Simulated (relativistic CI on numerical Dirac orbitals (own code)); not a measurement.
# Line list: Electric-dipole lines, I18+

Method of calculation: Dirac-Coulomb-Breit CI, KLI orbitals optimised for each configuration, a model potential for QED, unscaled Slater integrals (own radial code, finite nucleus).

CI space (outside the closed core [Ar] 3d10): 4s²4p⁵, 4s4p⁶, 4s²4p⁴4d, 4s4p⁵4d, 4s²4p⁴4f, 4s4p⁵4f, 4p⁶4d, 4s4p⁴4d², 4s²4p³4d4f, 4s²4p⁴5s, 4p⁶4f, 4s²4p⁴5p, 4p⁶5s, 4s4p⁴4d5s, 4s4p⁵5s, 4s²4p⁴5d, 4p⁵4d4f, 4s²4p³4f5s, 4s4p⁵5p, 4s4p⁴4f², 4s²4p⁴5f, 4s²4p⁴5g, 4s²4p⁴6s, 4s4p⁵5d, 4s²4p⁴6p, 4s4p⁴5s², 4s²4p⁴6d, 4s²4p³4d², 4s²4p²4d³, 4s4p³4d³, 4s²4p²4d²4f, 4s4p³4d²4f, 4s²4p²4d²5s, 4p⁵4d², 4p⁴4d³, 4p⁴4d²4f, 4p⁴4d²5s, 4p⁵4d5s, 4p⁴4d4f5s, 4p⁴4d5s², 4s²4p³5s², 4s²4p²4d5s², 4s4p³4d5s², 4s²4p²4f5s², 4s4p³4f5s². Double excitations out of closed p, d and f shells are left out; levels of such configurations are missing from the list, as are those of other unlisted configurations, and high levels can miss mixing partners. These lack a partner that the ground configuration has and come out too high: 4s²4p⁴5p, 4s4p⁵5s, 4s²4p⁴5d, 4s4p⁵5p, 4s²4p⁴5f.

```tsv
λ vac (nm)	Lower	Upper	A (s⁻¹)	E lower (cm⁻¹)	E upper (cm⁻¹)
10.919	4s²4p⁴4d ⁴F7/2 [17]	4s²4p³4d² ²G°9/2 [204]	2.18e+11	748130	1663941
10.994	4s²4p⁴4d ⁴F9/2 [8]	4s²4p³4d² ⁴G°11/2 [162]	5.57e+11	651518	1561066
11.006	4s²4p⁴4d ²G9/2 [22]	4s²4p³4d² ²H°11/2 [210]	6.79e+11	776524	1685089
11.036	4s²4p⁴4d ⁴D3/2 [4]	4s²4p³4d² ⁴D°5/2 [142]	2.08e+11	616801	1522912
11.075	4s²4p⁴4d ²F7/2 [9]	4s²4p³4d² ²F°7/2 [158]	4.55e+11	652928	1555869
11.076	4s²4p⁴4d ²D5/2 [23]	4s²4p³4d² ²F°7/2 [211]	3.74e+11	792593	1695426
11.083	4s²4p⁴4d ²F7/2 [24]	4s²4p³4d² ²G°9/2 [218]	6.62e+11	812326	1714629
11.084	4s²4p⁴4d ⁴F9/2 [8]	4s²4p³4d² ⁴F°9/2 [157]	1.61e+11	651518	1553742
11.094	4s²4p⁴4d ²D5/2 [27]	4s²4p³4d² ²F°7/2 [243]	5.74e+11	879873	1781291
11.101	4s²4p⁴4d ²F7/2 [9]	4s²4p³4d² ⁴F°9/2 [157]	4.83e+11	652928	1553742
11.113	4s²4p⁴4d ²P1/2 [6]	4s²4p³4d² ⁴D°3/2 [143]	4.49e+11	626420	1526232
11.117	4s²4p⁴4d ²F5/2 [21]	4s²4p³4d² ²F°7/2 [207]	3.93e+11	774263	1673760
11.131	4s²4p⁴4d ²D5/2 [12]	4s²4p³4d² ²F°7/2 [183]	2.99e+11	702970	1601352
11.134	4s²4p⁴4d ⁴D7/2 [7]	4s²4p³4d² ²G°9/2 [144]	4.19e+11	629061	1527174
11.136	4s²4p⁴4d ⁴D5/2 [5]	4s²4p³4d² ⁴D°5/2 [138]	1.60e+11	618242	1516206
11.159	4s4p⁶ ²S1/2 [3]	4s4p⁵4d ²P°3/2 [84]	5.96e+11	501587	1397748
11.173	4s²4p⁴4d ⁴D5/2 [5]	4s²4p⁴4f ⁴F°7/2 [136]	2.93e+11	618242	1513241
11.181	4s²4p⁴4d ²F5/2 [18]	4s²4p³4d² ²G°7/2 [201]	3.86e+11	757809	1652166
11.196	4s²4p⁴4d ²D5/2 [12]	4s²4p³4d² ²D°5/2 [178]	2.25e+11	702970	1596142
11.202	4s²4p⁴4d ⁴D7/2 [7]	4s²4p³4d² ⁴D°7/2 [140]	4.33e+11	629061	1521744
11.230	4s²4p⁴4d ²D5/2 [23]	4s²4p³4d² ²D°5/2 [209]	3.92e+11	792593	1683037
11.255	4s²4p⁴4d ²G7/2 [19]	4s²4p⁴4f ²H°9/2 [199]	6.45e+11	759088	1647617
11.269	4s²4p⁴4d ²G9/2 [22]	4s²4p³4d² ²G°9/2 [204]	3.93e+11	776524	1663941
11.272	4s²4p⁴4d ⁴D3/2 [4]	4s²4p⁴4f ⁴F°5/2 [133]	2.39e+11	616801	1503940
11.287	4s²4p⁴4d ²F5/2 [15]	4s²4p⁴4f ⁴G°7/2 [180]	3.73e+11	711647	1597626
11.287	4s²4p⁴4d ²D5/2 [27]	4s²4p³4d² ²F°7/2 [236]	6.84e+11	879873	1765819
11.293	4s²4p⁴4d ⁴F9/2 [8]	4s²4p³4d² ⁴F°9/2 [148]	3.99e+11	651518	1537021
11.295	4s4p⁶ ²S1/2 [3]	4s4p⁵4d ²P°1/2 [80]	4.07e+11	501587	1386902
11.306	4s²4p⁴4d ⁴D7/2 [7]	4s²4p³4d² ⁴P°5/2 [137]	2.00e+11	629061	1513522
11.311	4s²4p⁴4d ²F7/2 [9]	4s²4p³4d² ⁴F°9/2 [148]	1.25e+11	652928	1537021
11.315	4s²4p⁴4d ⁴F9/2 [8]	4s²4p³4d² ⁴D°7/2 [147]	2.35e+11	651518	1535272
11.324	4s²4p⁴4d ²F7/2 [24]	4s²4p³4d² ²F°7/2 [211]	3.16e+11	812326	1695426
11.355	4s²4p⁴4d ⁴D5/2 [5]	4s²4p⁴4f ⁴D°3/2 [129]	2.95e+11	618242	1498912
11.362	4s²4p⁵ ²P°3/2 [1]	4s²4p⁴4d ²P3/2 [28]	4.43e+11	0	880103
11.365	4s²4p⁵ ²P°3/2 [1]	4s²4p⁴4d ²D5/2 [27]	6.46e+11	0	879873
11.373	4s²4p⁴4d ²D3/2 [10]	4s²4p³4d² ²F°5/2 [155]	2.32e+11	669881	1549193
11.380	4s²4p⁴4d ²G7/2 [19]	4s²4p⁴4f ²G°7/2 [195]	2.53e+11	759088	1637860
11.422	4s²4p⁴4d ²D3/2 [31]	4s²4p³4d² ²F°5/2 [280]	1.17e+12	983207	1858680
11.476	4s²4p⁵ ²P°1/2 [2]	4s²4p⁴4d ²D3/2 [31]	6.03e+11	111823	983207
11.512	4s²4p⁴4d ⁴D5/2 [5]	4s²4p³4d² ⁴P°5/2 [124]	1.65e+11	618242	1486874
11.525	4s²4p⁴4d ²D3/2 [25]	4s²4p³4d² ²D°5/2 [215]	5.26e+11	841619	1709311
11.533	4s²4p⁴4d ⁴F7/2 [17]	4s²4p³4d² ²G°9/2 [189]	3.46e+11	748130	1615210
11.572	4s²4p⁴4d ²D5/2 [29]	4s²4p³4d² ²F°7/2 [243]	3.63e+11	917154	1781291
11.708	4s²4p⁵ ²P°3/2 [1]	4s²4p⁴4d ²S1/2 [26]	5.42e+11	0	854088
12.408	4s²4p⁵ ²P°1/2 [2]	4s²4p⁴4d ²P1/2 [30]	4.44e+11	111823	917741
```

Terms are leading LS components. Brackets give the number of a level in order of energy, since labels repeat. The list gives strong lines, with weight on those to low levels, without lines whose two gauges differ by over a factor of 2.5, among the lowest 400 of 9429 levels, so that lines to higher ones, which can be the strongest, are missing. Levels whose partners in the same complex of configurations lie outside the list can be far off, and so can their lines. Rates are taken at the computed energies, electric ones in the length gauge.

At this charge energies of transitions that change n are usually good to better than 1 %, and those within a shell (Δn = 0) to a few per cent.

LS names give the leading component of a level, which can be under half, so a name can repeat, a term be missing and a line seem to break the LS rules.
